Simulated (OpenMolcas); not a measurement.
Re4+: moving or changing the point charges

Re4+ among 8 point charges of -1.2 e arranged as a cube (Oh), 2.25 Å from the ion.
```
   1.2990    1.2990    1.2990  -1.20
   1.2990    1.2990   -1.2990  -1.20
   1.2990   -1.2990    1.2990  -1.20
   1.2990   -1.2990   -1.2990  -1.20
  -1.2990    1.2990    1.2990  -1.20
  -1.2990    1.2990   -1.2990  -1.20
  -1.2990   -1.2990    1.2990  -1.20
  -1.2990   -1.2990   -1.2990  -1.20
```

```
Program             : OpenMolcas 26.06
Method              : CASSCF
Basis               : ANO-RCC-VTZP [8s7p5d3f2g1h]
Scalar Hamiltonian  : DKH2, point nucleus
Active space        : 3 electrons in 5 orbitals (5d)
State averaging     : 2S+1 = 4 even, 10 roots; 2S+1 = 2 even, 40 roots
Spin-orbit coupling : RASSI with atomic mean-field integrals over the reference wave functions
```

Runs around this geometry, states (labels of O, the rotations of Oh). Energies in cm-1 above the lowest state or level, χT in cm3 K/mol; under a threefold ground state the first gap can be a small split of the lowest multiplet, not the spin-orbit step; 10Dq and B are least-squares fits to the states below 45000 cm-1, weighted by degeneracy, with a free offset, and given where the rms deviation is under 5 % of |10Dq| (or 100 cm-1) and under 700 cm-1; 10Dq is negative for this site.

```json
{"R (Å)": "2.25", "q (e)": "-0.78", "Ground state": "4T1", "First state of that spin": "4T2 2073", "10Dq": "-2585", "B (rms of fit)": "841 (43)", "First gap with spin-orbit (degeneracies)": "3998 (4, 2)", "χT at 300 K": "0.119", "First state of another spin": "2E 13329"}
{"R (Å)": "2.14", "q (e)": "-1.2", "Ground state": "4T1", "First state of that spin": "4T2 4214", "10Dq": "-5125", "B (rms of fit)": "839 (89)", "First gap with spin-orbit (degeneracies)": "3669 (4, 2)", "χT at 300 K": "0.128", "First state of another spin": "2E 11138"}
{"R (Å)": "2.25", "q (e)": "-1.2", "Ground state": "4T1", "First state of that spin": "4T2 3249", "10Dq": "-3999", "B (rms of fit)": "840 (73)", "First gap with spin-orbit (degeneracies)": "3791 (4, 2)", "χT at 300 K": "0.123", "First state of another spin": "2E 12181"}
{"R (Å)": "2.45", "q (e)": "-1.2", "Ground state": "4T1", "First state of that spin": "4T2 2095", "10Dq": "-2615", "B (rms of fit)": "841 (44)", "First gap with spin-orbit (degeneracies)": "3992 (4, 2)", "χT at 300 K": "0.119", "First state of another spin": "2E 13318"}
```

Taking |10Dq| as R^-n, n = -ln(2615 / 5125) / ln(2.45 / 2.14) = 5.0 between the shortest and longest distance. The point-charge formula for a cubic d site gives n = 5.

Scaling the charges by -0.78 / -1.2 = 0.65 scales |10Dq| by 2585 / 3999 = 0.65; with fixed orbitals a first-order splitting would follow the charge.

Without dynamic correlation the repulsion within the d shell is too large (B by tens of per cent), so at a given field states of lower spin stand too high. Point charges give a weaker field than real ligands, and real ions of this kind are as a rule low spin; the high spin found here belongs to the model. Spin-orbit coupling mixes the spin-free states strongly: the lowest level takes only 54 % from its leading state, 4T1 (figures for R = 2.25, q = -0.78; the like holds for R = 2.14, q = -1.2, R = 2.25, q = -1.2, R = 2.45, q = -1.2). The ground term spreads over less than 5000 cm-1, several times less than with real ligands, so orbital moments are less quenched and χT lies further from the spin-only value than at real sites (holds for R = 2.25, q = -0.78; R = 2.45, q = -1.2). This is an electrostatic model: the charges have no orbitals. No measured value stands beside these numbers.
